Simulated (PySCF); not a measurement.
Job for PySCF: R-BP86/6-31G* on BH3O (SMILES BO), a point of a bond scan (R = 3.218 Å).

```python
from pyscf import gto, scf, dft, mp
from pyscf.data.elements import chemcore

mol = gto.M(
    atom='''
    B    -0.44836328   -0.55342233    0.06101432
    H    -0.15090471   -2.67050829    2.46613925
    H    -1.30242775   -0.64193468   -0.77341615
    O     0.44517449    0.45958125    0.02792633
    H     0.32104168    1.06992460   -0.70686739
    ''',
    basis='6-31g*',
    cart=True,
    charge=0, spin=0, verbose=3, max_memory=1800)
mf = dft.RKS(mol, xc='b88,p86')
mf.conv_tol = 1e-8
mf.max_cycle = 100
mf.kernel()
if not mf.converged:
    mf = mf.newton().run(mf.mo_coeff, mf.mo_occ)
```

Program output:

```
converged SCF energy = -101.703854857531
```

The calculation finished and met its thresholds.

Cost: very roughly 4 core-seconds.
